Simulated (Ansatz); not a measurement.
ClH2In (SMILES [Cl][InH2]) moved off its minimum; all values from Ansatz (a program for electronic structure), cores frozen in correlated methods. Elements past Kr take the def2 small-core potentials, without spin–orbit coupling.
(charge 0, multiplicity 1)
```xyz
4

In     0.0695    -0.0957    -0.6440
H     -1.4828    -0.1735    -1.1490
H      1.5936    -0.5251    -1.1427
Cl     0.1012     0.5757     1.7776
```

Forces at HF/def2-TZVPP (eV/Å):

```
atom      Fx      Fy      Fz
----  ------  ------  ------
In1    0.406   0.283   2.036
H2    -1.079   0.062  -0.467
H3     0.659  -0.056  -0.285
Cl4    0.014  -0.289  -1.284
```

### Question
Give the forces (eV/Å), the total energy and the dipole at CCSD(T)/def2-TZVPPD.

### Answer

```
atom      Fx      Fy      Fz
----  ------  ------  ------
In1    0.410   0.352   2.049
H2    -1.305   0.044  -0.520
H3     0.883  -0.127  -0.343
Cl4    0.012  -0.268  -1.186
```
Energy -650.2231 hartree, dipole 4.16 D.
